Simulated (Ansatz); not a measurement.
Born–Oppenheimer molecular dynamics of CH6BFO (10 atoms, charge 0, multiplicity 1). It starts at the highest image of a converged band. Of that band: Neighbouring images differ by up to 1.3 eV, so the band resolves the path poorly. A vibrational analysis at the climbing image gives one clearly imaginary mode, 1410i cm⁻¹: a first-order saddle point.

The calculation used RKS PBE0-D4/6-31G* in Ansatz.

```json
{
 "ensemble": "NVE (velocity Verlet)",
 "time step": "0.5 fs",
 "steps asked": "200",
 "starting velocities drawn for": "300 K",
 "seed": "7760"
}
```

First frame:

```xyz
10
Properties=species:S:1:pos:R:3
B -0.001 0.260 0.077
H 0.003 -0.422 1.279
C 1.377 0.034 -0.659
H 1.458 -0.989 -1.040
H 1.452 0.706 -1.525
H 2.251 0.212 -0.019
F -1.162 -0.019 -0.549
O -0.123 1.648 0.826
H 0.734 2.100 0.794
H -0.034 0.601 1.483
```

Task: How far do the bonds stretch over the last three quarters of this one trajectory? (Pairs bonded in most of those frames.)

Result: 
```
  bond  mean (Å)  spread (Å)  shortest  longest
 B1–C3     1.578       0.044      1.49     1.68
 B1–F7     1.338       0.029      1.28     1.39
 B1–O8     1.372       0.060      1.28     1.48
H2–H10     0.757       0.056      0.67     0.83
 C3–H4     1.097       0.010      1.08     1.12
 C3–H5     1.108       0.025      1.06     1.15
 C3–H6     1.098       0.008      1.08     1.11
 O8–H9     0.967       0.016      0.94     0.99
```

Mean temperature of the second half: 1709 K. The conserved energy stayed within 0.46 meV per atom of its start (net change -0.2 meV per atom), so the integration is sound. The kinetic energy rose, since the run started high on the potential surface and went downhill. It ends in pieces (CH4BFO + H2), so much of that is their flight and rotation, not heat. A run of 0.1 ps of so small a system gives no equilibrium averages. The orbitals stay closed-shell, which can raise the energy where a bond breaks towards radicals; this wasn't checked here.

Run time: 8.1 min on 1 thread of Arm Neoverse V1, with other jobs on the host, peak memory 0.13 GiB.
